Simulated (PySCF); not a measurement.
**How methods differ on the excitation energy of Mg**

Mg [Ne] 3s2 (1S) → Mg [Ne] 3s1 3p1 (3P), as a difference of total energies. Calculation: PySCF 2.14, in aug-cc-pCVTZ-DK; the spin-free X2C one-electron Hamiltonian (Gaussian nucleus). Correlated levels: valence: [Ne] frozen; valence and next inner shell: 1s2 frozen; nothing frozen. The calculations carry no spin-orbit coupling.

```csv
method,excitation energy (eV)
UHF,1.804
LDA,2.767
PBE,2.622
PBE0,2.532
r2SCAN,2.385
LC-wPBE,2.364
M06,2.757
r2SCANh,2.393
CAM-B3LYP,2.798
MP2 (valence),2.388
SCS-MP2 (valence),2.560
MP2 (valence and next inner shell),2.510
SCS-MP2 (valence and next inner shell),2.654
MP2 (all electrons),2.508
SCS-MP2 (all electrons),2.653
```

Task: How much does correlation contribute at MP2 (all electrons)?

Result: 2.508 − (1.804) = 0.704 eV, measured against UHF.

Errors of the correlated levels include the incompleteness of this basis and the frozen core.

For comparison: 2.714 eV (measured; NIST levels, between the centres of gravity of the two terms).
